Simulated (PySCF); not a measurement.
**Computed properties of silene (CH4Si), SMILES C=[SiH2]**

silene (CH4Si), SMILES C=[SiH2]. The structure is a stationary point at B3LYP-D3(BJ)/def2-TZVP. Other conformers were not sampled. All values are computed for the isolated molecule unless a solvent is named; none is compared with measurement here.

**Structure.** The optimised structure has C2v symmetry. All 12 harmonic modes at B3LYP-D3(BJ)/def2-TZVP (PySCF) are real, so it is a minimum.

**Vibrations.** The strongest infrared lines (harmonic, unscaled, degenerate partners summed) lie at 2289 cm⁻¹ (82 km/mol, H 95 %), 834 cm⁻¹ (64 km/mol, H 71 %, C 20 %, Si 9 %), 780 cm⁻¹ (48 km/mol, H 83 %, C 16 %). The softest mode is at 464 cm⁻¹ and the zero-point energy is 25.1 kcal/mol.

**Electronic structure.** HF/def2-TZVPD (PySCF) places the frontier levels at -8.57 and 1.77 eV, a gap of 10.34 eV, and gives a dipole moment of 1.16 D and a mean polarisability of 47.1 bohr³. PBE/def2-TZVPD (PySCF) at the same geometry gives -5.68 and -2.12 eV, so its gap is 6.78 eV narrower. An orbital gap is neither the optical nor the fundamental gap.

**Excitations.** TDDFT-B3LYP/def2-TZVPD (PySCF) has S1 at 5.00 eV (248 nm, f = 0.238, bright); the most intense of the 10 singlets computed lies at 5.00 eV (f = 0.24). T1 (TDA) is at 2.67 eV. TDDFT-PBE/def2-TZVPD (PySCF) puts S1 at 4.99 eV. No vertical singlet excitation falls in the visible range (under 3.1 eV).

**NMR.** GIAO shifts at PBE0/pcSseg-2 (PySCF) (non-relativistic, atoms alike by connectivity averaged): ¹³C at 122.2 ppm against TMS; ¹H from 5.3 to 6.0 ppm against TMS; ²⁹Si at 75.7 ppm against TMS.
